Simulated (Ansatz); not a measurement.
One change: `CO[SiH2]CF` becomes `CO[SiH2]CN`.

Ansatz, PBE0-D4/def2-TZVP geometries, multiplicity 1. Each molecule was computed in one conformer, which needn't be the lowest.

| property | `CO[SiH2]CF` |
| --- | --- |
| size of the dipole moment (B3LYP/def2-TZVPP) / D | 0.41 |
| HOMO energy (B3LYP/def2-TZVPP) / eV | -7.77 |
| LUMO energy (B3LYP/def2-TZVPP) / eV | 0.21 |
| size of the dipole moment (ωB97M-V/def2-TZVPP) / D | 0.39 |
| LUMO energy (PBE0/def2-TZVPP) / eV | 0.45 |
| LUMO energy (ωB97M-V/def2-TZVPP) / eV | 2.16 |

Q: What does the change do to each property? (Estimate.)

A: Ansatz gave: 
```json
{"property": "size of the dipole moment (B3LYP/def2-TZVPP) / D", "`CO[SiH2]CN`": "1.94", "shift": "1.53"}
{"property": "HOMO energy (B3LYP/def2-TZVPP) / eV", "`CO[SiH2]CN`": "-6.68", "shift": "1.09"}
{"property": "LUMO energy (B3LYP/def2-TZVPP) / eV", "`CO[SiH2]CN`": "0.48", "shift": "0.27"}
{"property": "size of the dipole moment (ωB97M-V/def2-TZVPP) / D", "`CO[SiH2]CN`": "1.94", "shift": "1.55"}
{"property": "LUMO energy (PBE0/def2-TZVPP) / eV", "`CO[SiH2]CN`": "0.78", "shift": "0.33"}
{"property": "LUMO energy (ωB97M-V/def2-TZVPP) / eV", "`CO[SiH2]CN`": "2.27", "shift": "0.11"}
```

With PBE0 the HOMO rises by 1.08 eV and the LUMO rises by 0.33 eV, so the gap narrows by about 0.75 eV. PBE moves the HOMO by 1.03 eV and ωB97M-V by 1.04 eV. Dipoles are sizes alone; their direction can turn.

B3LYP here is the variant with VWN-RPA as its local correlation; programs differ in this.
